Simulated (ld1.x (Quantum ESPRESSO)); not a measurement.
manganese (Mn): excitation energies, all-electron against TM

- Element: Mn (Z = 25)
- Generator: ld1.x (Quantum ESPRESSO) 7.5
- Type: norm-conserving Troullier–Martins (Kleinman–Bylander form)
- Functional: PBE
- Relativity: scalar-relativistic
- Frozen core: [Ne]
- Valence charge: 15
- Reference configuration: 3s2 3p6 3d5 4s0 4p0 (charge +2)
- Partial waves: 3s (bound): rc 0.90 bohr; 3p (bound): rc 1.40 bohr; 3d (bound): rc 0.85 bohr
- Local potential: all-electron potential smoothed inside 0.85 bohr (lloc = -1)
- Core correction: a·sin(br)/r model core, default radius (core density twice the valence density)

Energies are relative to the spin-unpolarised reference configuration 3s2 3p6 3d5 4s0 4p0; without spin polarisation the order of configurations can differ from experiment.

Question: Give the all-electron excitation energy and the error of the potential for: 3s2 3p6 3d5 4s2 4p0; 3s2 3p6 3d5 4s1 4p0; 3s2 3p6 3d4 4s0 4p0; 3s2 3p6 3d6 4s1 4p0; 3s2 3p6 3d4 4s2 4p0; 3s2 3p6 3d3 4s0 4p0; 3s1 3p6 3d5 4s2 4p0.

Answer:

```csv
valence configuration,charge,ΔE all-electron (eV),error AE − PS (meV)
3s2 3p6 3d5 4s2 4p0,0,-24.015,+264
3s2 3p6 3d5 4s1 4p0,+1,-15.599,+174
3s2 3p6 3d4 4s0 4p0,+3,32.519,+6.1
3s2 3p6 3d6 4s1 4p0,0,-24.373,+98
3s2 3p6 3d4 4s2 4p0,+1,-10.828,+485
3s2 3p6 3d3 4s0 4p0,+4,83.281,+37
3s1 3p6 3d5 4s2 4p0,+1,69.492,+500
```

Levels in the configuration 3s1 3p6 3d5 4s2 4p0:

```tsv
level	all-electron (eV)	pseudo (eV)
3s	-101.775	-101.443
3p	-70.242	-69.912
3d	-21.305	-21.022
4s	-13.689	-13.821
```
